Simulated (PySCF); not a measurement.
Correlation energy of O⁻ (oxygen, charge -1)

[He] 2s2 2p5, 2P determinant. Calculation: PySCF 2.14, in aug-cc-pVTZ with one added diffuse shell each of s, p, d, f type (6s5p4d3f, 62 functions); the non-relativistic Hamiltonian (point nucleus). Frozen: 1s2; 7 electrons correlated.

| level | correlation energy (mhartree) |
| --- | --- |
| CCSD | -227.32 |
| (T) | -9.10 |
| CCSD(T) | -236.42 |

Diagnostics: T1 = 0.027, D1 = 0.0513, largest double amplitude 0.039.

Cost of the coupled-cluster step: of the order of 7 core-seconds, for 7 correlated electrons.
